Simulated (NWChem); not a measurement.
# BaF₂; SMILES [F][Ba][F]

All runs: NWChem. Coordinates come from a PBE-D3(BJ)/def2-SVP optimisation. def2 effective core potentials on Ba; no spin-orbit coupling. Ions are spin-unrestricted doublets at the neutral geometry; other ion states weren't tried. Functional: LC-ωPBE (HJS hole) with def2-SVP; rows give the range parameter ω in 1/bohr.

| range parameter (1/bohr) | vertical ionisation energy, ΔSCF (eV) | −ε(HOMO) (eV) | ΔSCF minus −ε(HOMO) (eV) |
|---|---|---|---|
| 0.05 | 9.81 | 6.81 | 3.00 |
| 0.20 | 10.15 | 8.70 | 1.45 |
| 0.35 | 10.65 | 10.03 | 0.62 |
| 0.50 | 11.06 | 11.04 | 0.02 |
| 0.80 | [?] | [?] | [?] |

What belongs in the gaps?


- 0.80, vertical ionisation energy, ΔSCF (eV): 11.53
- 0.80, −ε(HOMO) (eV): 12.32
- 0.80, ΔSCF minus −ε(HOMO) (eV): -0.79
